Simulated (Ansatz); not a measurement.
CH3BI, SMILES `C[B]I` radical. Charge 0, multiplicity 2. I: def2 effective core potential. The structure was optimised at the PBE0-D4/def2-TZVP level.

```xyz
6

C     0.547   -0.092    0.227
B    -0.982   -0.283    0.229
I    -2.384    0.622   -1.047
H     0.947   -0.826   -0.488
H     0.869    0.896   -0.114
H     1.002   -0.317    1.194
```

**Question.** What is the dipole moment at ωB97M-V/def2-TZVPP? (Best estimate.)

**Answer.** The calculation gave: 1.45 D, with components (1.44, 0.13, -0.03) D in this frame, pointing from negative to positive charge.

**Question.** And with PBE, r2SCAN, B3LYP? (An estimate is asked.)

**Answer.** Computed: PBE 1.38 D, r2SCAN 1.47 D, B3LYP 1.39 D.

**Question.** Give the Mulliken charges with ωB97M-V, PBE, B3LYP in def2-TZVPP. (Estimate.)

**Answer.** Computed: 
```tsv
atom	ωB97M-V	PBE	B3LYP
C1	-0.29	-0.27	-0.26
B2	-0.12	-0.12	-0.09
I3	0.03	0.03	0.01
H4	0.12	0.12	0.11
H5	0.13	0.11	0.11
H6	0.13	0.13	0.12
```

B3LYP here is the variant with VWN-RPA as its local correlation; programs differ in this.
